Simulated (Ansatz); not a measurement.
Reaction (redistribution): `[CH3][AlH][C](=N)Cl` + `CS[SiH2][SiH3]` → `[CH3][AlH][S]C` + `N=C(Cl)[SiH2][SiH3]`

Gas-phase electronic energies from Ansatz, PBE0-D4/def2-TZVP geometries. CCSD(T)/CBS adds triple-zeta CCSD(T) − MP2 to the extrapolated MP2 energy (def2 sets, frozen cores). Each species was taken in one conformer, which may not be the lowest.

| species | CCSD(T)/CBS(def2) energy (Eh) |
| --- | --- |
| `[CH3][AlH][C](=N)Cl` | -835.58936 |
| `CS[SiH2][SiH3]` | -1018.81081 |
| `[CH3][AlH][S]C` | -720.14936 |
| `N=C(Cl)[SiH2][SiH3]` | -1134.26764 |

Work out ΔE.

ΔE = (-720.14936) + (-1134.26764) − (-835.58936) − (-1018.81081) = -0.01683 Eh = -44.2 kJ/mol.

Largest T1 diagnostic among the species: 0.014.

In def2-TZVPP, CCSD(T) changes the Hartree–Fock value by −3.8 kJ/mol (the triples alone add −0.7 kJ/mol) and MP2 by −3.9 kJ/mol.
